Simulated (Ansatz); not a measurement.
`C=CCCCCCCCCCC=C` with charge +1, relaxed as a doublet with UKS r2SCAN-D4/def2-SVP in Ansatz, starting from the r2SCAN-D4/def2-SVP geometry of the neutral singlet. Force threshold 0.03 eV/Å.

The gap within one spin of the relaxed charge 1 doublet nearly closes, so an electron or hole may be smeared out by delocalisation error.

Start:

```xyz
37

C     2.906    3.581    4.590
C     2.186    3.872    3.500
C     1.557    2.892    2.554
C     1.736    1.418    2.903
C     1.014    0.461    1.952
C     1.541    0.479    0.516
C     0.949   -0.608   -0.383
C    -0.554   -0.485   -0.625
C    -1.097   -1.532   -1.594
C    -2.600   -1.414   -1.834
C    -3.162   -2.483   -2.782
C    -2.627   -2.382   -4.178
C    -1.954   -3.341   -4.823
H     3.324    4.374    5.217
H     3.108    2.550    4.899
H     2.028    4.929    3.247
H     1.953    3.097    1.541
H     0.475    3.124    2.476
H     1.369    1.249    3.931
H     2.815    1.175    2.919
H     1.103   -0.568    2.347
H    -0.067    0.695    1.961
H     1.350    1.465    0.054
H     2.641    0.365    0.542
H     1.167   -1.603    0.052
H     1.467   -0.589   -1.360
H    -1.100   -0.563    0.333
H    -0.778    0.527   -1.016
H    -0.870   -2.544   -1.205
H    -0.562   -1.457   -2.558
H    -3.132   -1.478   -0.867
H    -2.830   -0.409   -2.238
H    -4.263   -2.380   -2.811
H    -2.949   -3.490   -2.380
H    -2.806   -1.424   -4.690
H    -1.582   -3.192   -5.841
H    -1.755   -4.311   -4.352
```

Estimate the energy that the relaxation releases and the steps that it takes.

0.11 eV, in 9 steps; 2.9 min on 4 threads of Arm Neoverse V1 on a shared host. The force fell under the threshold at step 7, but the optimiser went on. No frequencies were taken in this run, so the end may be a saddle point.

Does the start keep its bonding?

By distances, no bond broke or formed. The bond that changes most is C1–C2, from 1.34 to 1.37 Å (atoms count from 1).

Predict the relaxed structure.


```csv
atom,x (Å),y (Å),z (Å)
C1,2.975,3.622,4.549
C2,2.146,3.878,3.489
C3,1.496,2.870,2.628
C4,1.730,1.398,2.942
C5,1.007,0.449,1.984
C6,1.545,0.470,0.554
C7,0.961,-0.605,-0.361
C8,-0.543,-0.462,-0.623
C9,-1.063,-1.504,-1.606
C10,-2.566,-1.377,-1.856
C11,-3.092,-2.485,-2.794
C12,-2.595,-2.390,-4.178
C13,-2.064,-3.428,-4.897
H14,3.416,4.441,5.124
H15,3.217,2.601,4.857
H16,1.939,4.928,3.243
H17,1.793,3.108,1.581
H18,0.408,3.106,2.605
H19,1.392,1.194,3.973
H20,2.814,1.183,2.920
H21,1.090,-0.579,2.381
H22,-0.073,0.688,1.992
H23,1.382,1.464,0.094
H24,2.644,0.338,0.586
H25,1.158,-1.604,0.073
H26,1.494,-0.582,-1.327
H27,-1.098,-0.551,0.328
H28,-0.757,0.552,-1.011
H29,-0.834,-2.517,-1.224
H30,-0.526,-1.418,-2.571
H31,-3.117,-1.441,-0.902
H32,-2.801,-0.388,-2.286
H33,-4.197,-2.350,-2.841
H34,-2.914,-3.488,-2.374
H35,-2.675,-1.407,-4.665
H36,-1.727,-3.290,-5.929
H37,-1.964,-4.426,-4.458
```
Bond lengths: 12 × C–C 1.37 to 1.54 Å; 24 × C–H 1.09 to 1.11 Å.
